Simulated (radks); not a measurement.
The numbers below are computed, except where a source is named.
Charge is removed step by step from the 2p3/2 level of neutral zirconium, starting from [He] 2s2 2p(1/2: 2, 3/2: 4) 3s2 3p6 3d10 4s2 4p6 4d2 5s2. Code: a radial shooting solver on a logarithmic mesh with Libxc functionals. Model: Dirac Kohn-Sham, PBE, spin-unpolarised, spherical densities, point nucleus; open shells fill j = l - 1/2 first.

\begin{tabular}{lrrr}
removed (e) & E - E(0) (eV) & eigenvalue (eV) & E minus straight line (eV) \\ \hline
0 & 0.000 & -2173.5 & 0.000 \\
0.25 & 546.48 & -2198.5 & -9.516 \\
0.5 & 1099.3 & -2223.8 & -12.742 \\
0.75 & 1658.4 & -2249.4 & -9.595 \\
1 & 2224.0 & -2275.4 & 0.000 \\
\end{tabular}

Removing the whole electron costs 2224.0 eV by Delta-SCF, against 2173.5 eV from minus the eigenvalue at the starting occupation. Slater's transition state (half an electron removed) gives 2223.8 eV. Integrating minus the eigenvalue over the occupation (Janak's theorem) gives 2224.0 eV. The mean slope of the eigenvalue, de/dn, is 102 eV per electron.
